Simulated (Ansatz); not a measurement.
BH₅O₃Se. The species carries charge 0 and has multiplicity 1. The bonds changed during the relaxation, so this is another structure than the one it started from. All single points use the PBE0-D4/def2-TZVP geometry. It is one conformer, not always the lowest.

```xyz
10

O     0.747    0.170    1.191
B    -0.374    0.747    0.658
O    -0.182    1.483   -0.471
O    -1.644    0.646    1.168
Se    0.721   -1.250   -2.272
H     0.604   -0.357    1.977
H    -1.005    1.845   -0.807
H    -1.741    0.098    1.947
H     1.406   -2.548   -2.309
H     1.468   -0.833   -1.082
```

(1) What is the dipole moment at PBE/def2-TZVPP? (Best estimate.)

(2) And with r2SCAN, B3LYP, ωB97M-V? (An estimate is asked.)

(3) Give the Mulliken charges with PBE, ωB97M-V, r2SCAN in def2-TZVPP. (Estimate.)

## Answers

(1) Ansatz gave: 3.21 D, with components (-1.25, -1.15, 2.72) D in this frame, pointing from negative to positive charge.

(2) Computed: r2SCAN 3.29 D, B3LYP 3.29 D, ωB97M-V 3.31 D.

(3) Ansatz gave: 
| atom | PBE | ωB97M-V | r2SCAN |
| --- | --- | --- | --- |
| O1 | -0.28 | -0.31 | -0.34 |
| B2 | 0.29 | 0.41 | 0.43 |
| O3 | -0.28 | -0.32 | -0.35 |
| O4 | -0.28 | -0.31 | -0.34 |
| Se5 | -0.15 | -0.17 | -0.16 |
| H6 | 0.18 | 0.17 | 0.19 |
| H7 | 0.20 | 0.19 | 0.22 |
| H8 | 0.18 | 0.17 | 0.20 |
| H9 | 0.05 | 0.07 | 0.06 |
| H10 | 0.09 | 0.10 | 0.09 |

B3LYP here is the variant with VWN-RPA as its local correlation; programs differ in this.
